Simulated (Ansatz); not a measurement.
CH5S (SMILES C[SH2+]) moved off its minimum; all values from Ansatz (an electronic-structure program), cores frozen in correlated methods.
(charge 1, multiplicity 1)
```xyz
7

C     -1.2368    -0.1597     0.4063
S      0.6214    -0.0142    -0.3351
H     -1.7115     0.6114    -0.2208
H     -1.4235    -1.2125     0.0291
H     -1.0750    -0.1149     1.4744
H      0.8867     1.2596     0.3320
H      1.1996    -0.6353     0.6042
```

```
level                largest force (eV/Å)  on atom  rms difference from CCSD(T)/cc-pV(T+d)Z (eV/Å)  dipole (D)
-------------------  --------------------  -------  ----------------------------------------------  ----------
HF/def2-TZVPP                        4.29       S2                                           0.328           -
PBE/def2-TZVPP                       3.91       S2                                           0.201           -
r2SCAN/def2-TZVPP                    3.93       S2                                           0.060           -
B3LYP/def2-TZVPP                     3.84       S2                                           0.065           -
wB97M-V/def2-TZVPP                   3.98       S2                                           0.052           -
MP2/cc-pV(T+d)Z                      4.06       S2                                           0.097           -
CCSD(T)/cc-pV(T+d)Z                  3.90       S2                                           0.000           -
```

The differences count from one level among others, with limits of its own. Forces at CCSD(T)/cc-pV(T+d)Z (eV/Å):

```json
[
 {"atom": "C1", "Fx": "2.015", "Fy": "-1.686", "Fz": "-2.262"},
 {"atom": "S2", "Fx": "-1.886", "Fy": "3.415", "Fz": "0.014"},
 {"atom": "H3", "Fx": "-0.227", "Fy": "-0.267", "Fz": "0.924"},
 {"atom": "H4", "Fx": "-0.343", "Fy": "1.306", "Fz": "0.630"},
 {"atom": "H5", "Fx": "-0.528", "Fy": "0.476", "Fz": "0.074"},
 {"atom": "H6", "Fx": "-0.244", "Fy": "-1.794", "Fz": "-1.193"},
 {"atom": "H7", "Fx": "1.214", "Fy": "-1.449", "Fz": "1.813"}
]
```
